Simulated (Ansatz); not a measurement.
A series at Ga: from `[Br][Ga]([Br])[Br]`, ligands are replaced one by one, each step taking up NH₃ and setting free HBr; n counts the steps. Ansatz, PBE0-D4/def2-TZVP geometries. Each molecule was computed in one conformer, which needn't be the lowest.

CBS adds triple-zeta CCSD(T) − MP2 to the MP2 limit, frozen cores; atoms without spin–orbit coupling. Outer-core shells of Br, Ga are correlated without core-valence functions. Scalar relativity is left out up to krypton. Spin–orbit coupling is left out.

| n | molecule | atomization energy, CCSD(T)/CBS (kJ/mol) |
| --- | --- | --- |
| 0 | `[Br][Ga]([Br])[Br]` | ? |
| 1 | `[NH2][Ga]([Br])[Br]` | 1768.7 |
| 2 | `[NH2][Ga]([NH2])[Br]` | 2529.3 |
| 3 | `[NH2][Ga]([NH2])[NH2]` | 3275.7 |

Task: By hand: fit a straight line y = ȳ + b (n − n̄) to the 3 given rows and predict n = 0.

Result: n̄ = 2.000, ȳ = 2524.57; Σ(n − n̄)(y − ȳ) = 1507.00, Σ(n − n̄)² = 2.000, so b = 753.50 kJ/mol a step. Prediction: 2524.57 + (753.50) × (-2.000) = 1017.6 kJ/mol.

Task: By hand: compare with the computed value, 993.3 kJ/mol, and give the steps along the whole series.

Result: The line misses by -24.3 kJ/mol (computed minus predicted). Steps: 775.4, 760.6, 746.4 kJ/mol.

The steps differ by up to 29.0 kJ/mol, small against a whole step but well beyond the method's doubt, so the ligands' effects don't simply add. The miss is 1.1 % of the series' range. The energies themselves are unsure by some kJ/mol a bond, though much of that is common to the series.
